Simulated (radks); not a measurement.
The numbers below are computed, except where a source is named.
Species: Se XXIX. Configuration: [He] 2s2 2p2.

Code: a radial shooting solver on a logarithmic mesh with Libxc functionals. Model: scalar-relativistic Kohn-Sham, PBE, spin-polarised, spherical densities, finite nucleus; open shells are filled with parallel spins first; Fermi nuclear charge, rms radius 4.14 fm.

Energy parts (Ry):
total: -3301.04698
kinetic: 3391.09116
electron-nucleus: -6905.58216
Hartree: 287.11038
exchange-correlation: -73.66636

Orbitals (lengths in bohr, moments of r in powers of bohr):
orbital  occ.  eigenvalue (Ry)      <r>
1s up       1        -1058.612  0.04394
1s down     1        -1057.447  0.04389
2s up       1        -235.1739   0.1841
2s down     1        -233.0876   0.1849
2p up       2        -225.2526   0.1582
2p down     0        -222.7581   0.1589

The highest occupied level is 2p up at -3064.7 eV. Summed over all electrons, <r^2> = 0.1454 bohr^2, which gives a Langevin (diamagnetic) susceptibility term of -0.115 x 10^-6 cm^3/mol. The electron density at the nucleus is 4.034e+04 e/bohr^3 (large components only). For comparison, the ionisation energy in NIST's Atomic Spectra Database is 3146 eV (semi-empirical). In exact Kohn-Sham theory the highest level is minus the ionisation energy, but local and semilocal functionals leave it too shallow, through self-interaction and a potential that decays too fast; potentials with the right tail come closer. The density falls to 0.001 e/bohr^3 at r = 0.62 bohr. Spin moment in Bohr magnetons: 2.
